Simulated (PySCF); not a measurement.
# Electron correlation in Zn (zinc, neutral)

[Ar] 3d10 4s1 5s1, 5s spin antiparallel (an excited configuration). Calculation: PySCF 2.14, in x2c-TZVPPall with one added diffuse shell each of s, p, d, f type (7s6p5d3f1g, 80 functions); the spin-free X2C one-electron Hamiltonian (Gaussian nucleus). Frozen: [Ne]; 20 electrons correlated.

MP2 pair energies summed by pair of shells (mhartree):

```csv
pair,energy,share (%)
3d-3d,-433.55,51.0
3p-3d,-214.27,25.2
3s-3d,-47.88,5.6
3p-3p,-47.24,5.6
3d-4s,-25.89,3.0
3d-5s,-25.89,3.0
4s-5s,-23.58,2.8
3s-3p,-21.74,2.6
3s-3s,-3.62,0.4
3p-5s,-2.55,0.3
3p-4s,-2.55,0.3
3s-4s,-0.28,0.0
3s-5s,-0.28,0.0
```

Total MP2 correlation energy: -849.33 mhartree.

Same-spin part -283.99 and opposite-spin part -565.34 mhartree; SCS-MP2 scales them by 1/3 and 6/5 to -773.07 mhartree.

This basis was not built for core-valence correlation, so the inner-shell part is incomplete.
